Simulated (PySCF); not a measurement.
PySCF 2.14 output of a UHF calculation on a single atom or ion in cc-pwCVTZ-X2C, with the spin-free X2C one-electron Hamiltonian (Gaussian nucleus):

```
SCF conv_tol = 1e-09
number electrons alpha = 35  beta = 28
cycle= 1 E= -11703.5720005668  delta_E= -0.00716  |g|= 0.0343  |ddm|= 0.0426
cycle= 2 E= -11703.5720913285  delta_E= -9.08e-05  |g|= 0.00454  |ddm|= 0.00834
cycle= 3 E= -11703.5721079022  delta_E= -1.66e-05  |g|= 0.00243  |ddm|= 0.00747
cycle= 4 E= -11703.5721234991  delta_E= -1.56e-05  |g|= 0.00213  |ddm|= 0.00738
cycle= 5 E= -11703.5721401846  delta_E= -1.67e-05  |g|= 0.00198  |ddm|= 0.00726
cycle= 6 E= -11703.5720821041  delta_E= 5.81e-05  |g|= 0.00133  |ddm|= 0.0298
cycle= 7 E= -11703.5720450236  delta_E= 3.71e-05  |g|= 0.000264  |ddm|= 0.0459
cycle= 8 E= -11703.5720448426  delta_E= 1.81e-07  |g|= 8.81e-05  |ddm|= 0.00255
cycle= 9 E= -11703.5720448145  delta_E= 2.81e-08  |g|= 3.2e-05  |ddm|= 0.00136
cycle= 10 E= -11703.5720448149  delta_E= -3.46e-10  |g|= 7.34e-06  |ddm|= 9.92e-05
converged SCF energy = -11703.5720448149  <S^2> = 15.755176  2S+1 = 8.0012938
```

The run itself started from symmetry-adapted Hartree-Fock orbitals and held the occupation by maximum overlap, so the iterations belong to that start.

Q: Which element, charge and spin multiplicity is this?

A: Tb²⁺ (terbium, charge +2), multiplicity 8; the state was [Xe] 4f8 6s1, high-spin 8F determinant (an excited configuration).

Spin-orbit coupling, absent here, splits the open shell strongly.
